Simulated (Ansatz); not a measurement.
```yaml
atoms:
  - { symbol: Mn, position_ang: [0.0000, 0.0000, 0.0000] }
  - { symbol: O, position_ang: [0.0000, 1.4864, 0.6931] }
  - { symbol: F, position_ang: [0.0000, -1.6404, 0.7649] }
```

Basis set: pcseg-2 (spherical functions). Charge 0, multiplicity 5.

Computed with Ansatz (development build ahead of 0.2.0); each method stands on the lowest determinant of its kind that the runs found. Restricted functionals stand beside restricted open-shell atoms, which can lie above the unrestricted atoms usual in DFT and then raise those values.

Task: Give the atomization energy at this shape (free ground-state atoms in the same class of orbitals less the molecule, no zero-point energy) of quintet MnOF by PBE0 (unrestricted), PBE0 (restricted open-shell).

Result:

| method | atomization energy |
| --- | --- |
| PBE0 (unrestricted) | 198.88 kcal/mol |
| PBE0 (restricted open-shell) | 193.23 kcal/mol |

Caution: other spin multiplicities were not run. Caution for PBE0 (unrestricted): the unrestricted determinant is spin contaminated.

The shape needn't be a minimum at these levels.
